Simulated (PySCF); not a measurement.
## Magnetisability: BF5HP

Geometry:
| atom | x (Å) | y (Å) | z (Å) |
| --- | --- | --- | --- |
| F1 | 1.291 | -1.254 | -0.753 |
| P2 | 1.074 | -0.209 | 0.448 |
| F3 | 1.618 | 1.065 | -0.367 |
| B4 | -1.528 | 0.213 | -0.079 |
| F5 | -1.170 | 0.378 | -1.324 |
| F6 | -1.666 | 1.253 | 0.700 |
| F7 | -1.948 | -0.956 | 0.328 |
| H8 | 2.339 | -0.481 | 1.023 |

Theory: GIAO BHandHLYP/pcseg-1 magnetisability, non-relativistic, IEF-PCM benzene (PySCF). Geometry: GFN2-xTB.

The bonding changed while the geometry was optimised; results refer to the coordinates, not to the name.

Task: How diamagnetic is it, and how anisotropic?

Result: Isotropic -859 × 10⁻³⁰ J/T², or -51.7 × 10⁻⁶ cm³/mol; principal values -910, -850, -817 × 10⁻³⁰ J/T², anisotropy 81 × 10⁻³⁰ J/T² (root of half the summed squared differences of the principal values). The susceptibility is in cgs units.

Task: Split it along the inertial axes a, b, c into diamagnetic and paramagnetic parts about the centre of mass, with the quadrupole moment.

Result: 
```csv
axis,χ (10⁻⁶ cm³/mol),diamagnetic (10⁻⁶ cm³/mol),paramagnetic (10⁻⁶ cm³/mol),summed x² of all electrons (Å²),quadrupole Θ (D Å)
a,-54.6,-412.5,357.9,154.5,+2.21
b,-51.2,-821.3,770.1,58.2,-4.95
c,-49.4,-902.4,853.0,39.1,+2.73
```
Anisotropies 2χaa − χbb − χcc = -8.7 and 2χbb − χaa − χcc = +1.7 × 10⁻⁶ cm³/mol. Θ is traceless in Buckingham's convention.
